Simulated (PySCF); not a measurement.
## Bonding in `CC[Si@@H]1C[C@H](C#N)[C@@H]1F`

C₆H₁₀FNSi.
Numbering: `[CH3:1][CH2:2][Si@@H:3]1[CH2:4][C@H:5]([C:6]#[N:7])[C@@H:8]1[F:9]` (hydrogens: H10, H11, H12 on C1; H13, H14 on C2; H15 on Si3; H16, H17 on C4; H18 on C5; H19 on C8)

Cartesian coordinates in Å at the GFN2-xTB level; atoms count from 1:
```xyz
19
C6H10FNSi angstrom
C      2.770    0.978   -0.258
C      1.841    0.027    0.490
Si     0.315   -0.447   -0.524
C     -1.202    0.726   -0.516
C     -2.111   -0.404    0.031
C     -2.958    0.026    1.109
N     -3.613    0.398    1.969
C     -1.039   -1.448    0.430
F     -0.817   -1.476    1.794
H      3.132    0.517   -1.174
H      2.252    1.896   -0.524
H      3.629    1.236    0.357
H      2.395   -0.874    0.759
H      1.530    0.488    1.430
H      0.594   -1.033   -1.840
H     -1.125    1.544    0.200
H     -1.561    1.145   -1.453
H     -2.740   -0.819   -0.760
H     -1.304   -2.471    0.153
```

Bond orders from the PBE0/pcSseg-1 density (PySCF). Isolated species at its GFN2-xTB geometry (one conformer only).

Task: How far do the computed orders between heavy atoms stray from the drawn ones?

Result: The largest departure is 0.152, at C8–Si3 (drawn single, 0.848). Drawn single, order below 0.88: C8–F9 (0.867) and C8–Si3 (0.848).

Task: Set the Mayer orders of the bonds beside their lengths.

Result: 
| bond | drawn as | length (Å) | Mayer order |
| --- | --- | --- | --- |
| C1–C2 | single | 1.525 | 1.048 |
| C2–Si3 | single | 1.893 | 0.960 |
| Si3–C4 | single | 1.918 | 0.927 |
| C4–C5 | single | 1.550 | 0.966 |
| C5–C6 | single | 1.436 | 0.987 |
| C6–N7 | triple | 1.143 | 3.070 |
| C5–C8 | single | 1.549 | 0.911 |
| C8–F9 | single | 1.382 | 0.867 |
| C8–Si3 | single | 1.936 | 0.848 |
| C1–H10 | single | 1.087 | 0.966 |
| C1–H11 | single | 1.087 | 0.966 |
| C1–H12 | single | 1.088 | 0.965 |
| C2–H13 | single | 1.091 | 0.940 |
| C2–H14 | single | 1.092 | 0.933 |
| Si3–H15 | single | 1.467 | 0.921 |
| C4–H16 | single | 1.090 | 0.935 |
| C4–H17 | single | 1.087 | 0.949 |
| C5–H18 | single | 1.093 | 0.912 |
| C8–H19 | single | 1.092 | 0.951 |

Bonds between the same two heavy elements. C–C: lowest C5–C8 (0.911, 1.549 Å), highest C1–C2 (1.048, 1.525 Å); in 1 of the 6 pairs the longer bond (by over 0.003 Å) has the higher order (by 0.02 or more). C–Si: lowest C8–Si3 (0.848, 1.936 Å), highest C2–Si3 (0.960, 1.893 Å).

Task: Sum the orders of all bonds at each heavy atom with more than one neighbour and set the sums beside the valence in the SMILES.

Result: C1 3.945 (drawn 4), C2 3.881 (drawn 4), Si3 3.656 (drawn 4), C4 3.777 (drawn 4), C5 3.776 (drawn 4), C6 4.057 (drawn 4), C8 3.577 (drawn 4). Orders between atoms that aren't bonded are not in these sums.

Mayer orders depend on the basis set.
